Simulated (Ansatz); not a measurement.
Isolated molecules relaxed with PBE0-D4/def2-TZVP in Ansatz; ΔE leaves out vibrations. CCSD(T)/CBS adds triple-zeta CCSD(T) − MP2 to the extrapolated MP2 energy (def2 sets, frozen cores). This one scheme is used for every species. DFT in def2-TZVPP. B3LYP here is the variant with VWN-RPA as its local correlation; programs differ in this. One conformer a species, not always the lowest.

Reaction (cleavage of the B–Si bond): `CB([SiH3])[SiH3]` + CH₃NH₂ → `CNB(C)[SiH3]` + SiH₄

(1) Is it downhill or uphill in electronic energy at CCSD(T)/CBS, and by how much? (An estimate is asked.)

(2) What do these levels give: PBE-D4, revPBE-D4, r2SCAN-D4, B97M-V, B3LYP-D4, r2SCANh-D4, r2SCAN0-D4, PBE, r2SCANh, LC-ωPBE, CCSD/def2-TZVPP, HF/CBS(def2)? (Best estimate.)

Largest T1 diagnostic among the species: 0.013.

Results:

(1) Ansatz gave: Downhill: ΔE = -39.7 kcal/mol.

(2) Ansatz gave: PBE-D4 -38.2, revPBE-D4 -38.0, r2SCAN-D4 -39.2, B97M-V -38.0, B3LYP-D4 -40.3, r2SCANh-D4 -39.3, r2SCAN0-D4 -39.4, PBE -38.0, r2SCANh -39.2, LC-ωPBE -39.1, CCSD/def2-TZVPP -40.0, HF/CBS(def2) -39.3 kcal/mol.

At CCSD(T), def2-SVP lies −5.1 kcal/mol from the extrapolated value and def2-TZVPP −0.8 kcal/mol. In def2-TZVPP, CCSD(T) changes the Hartree–Fock value by −1.2 kcal/mol (the triples alone add −0.5 kcal/mol) and MP2 by −2.9 kcal/mol. From BLYP to BHLYP (50 % exact exchange), in def2-TZVPP and without D4, ΔE moves by −1.0 kcal/mol.
